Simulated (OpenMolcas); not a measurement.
**Ne³⁺: CASPT2 settings compared**

```
Program             : OpenMolcas
Basis               : ANO-R2 [4s4p2d1f]
Scalar Hamiltonian  : X2C, finite nucleus
Active space        : 3 electrons in 3 orbitals (2p)
State averaging     : 2S+1 = 4 odd, 1 root; 2S+1 = 2 odd, 8 roots kept (CI in the orbitals of an earlier block)
Spin-orbit coupling : state interaction with AMFI integrals over the reference wave functions, term energies averaged over their components
```

Methods on the same reference wave functions:
A. CASSCF
B. SS-CASPT2, IPEA 0.2 Eh, sigma1 regulariser 0.4 Eh (closed shells correlated: 1s 2s)
C. SS-CASPT2, IPEA 0.15 Eh, no level shift (closed shells correlated: 1s 2s)
D. XMS-CASPT2, IPEA 0.4 Eh, sigma1 regulariser 0.25 Eh (closed shells correlated: 2s)

Energies in eV above 2s2 2p3 4S* 3/2.

```tsv
Level	A	B	C	D
2s2 2p3 4S* 3/2	0.0000	0.0000	0.0000	0.0000
2s2 2p3 2D* 3/2	5.6229	5.259	5.261	5.213
2s2 2p3 2D* 5/2	5.6253	5.262	5.264	5.216
2s2 2p3 2P* 1/2	9.3749	8.244	8.242	8.201
2s2 2p3 2P* 3/2	9.3781	8.248	8.246	8.205
```

Among B to D the level of the table that moves most is 2s2 2p3 2D* 5/2, by 390 cm-1 (lowest in D, highest in C). Moves below CASPT2's spread within the term are not significant.

From A to B the spin-free energies of the other terms of 2s2 2p3 shown, above 4S*, scale by factors of 0.88 to 0.94.

The lowest spin-free term lies below A's lowest term by 0.128 hartree in B, 0.129 hartree in C, 0.112 hartree in D.

Term energies are means over components that CASPT2 splits; among the terms shown or strongly mixed into the levels shown the widest spread is 780 cm-1 (2s2 2p3 2D*, D). Terms from blocks run as CI alone lack orbitals of their own. With the s shell closed, the reference lacks s² → p² mixing. Only configurations of the active space appear.

* marks odd parity.
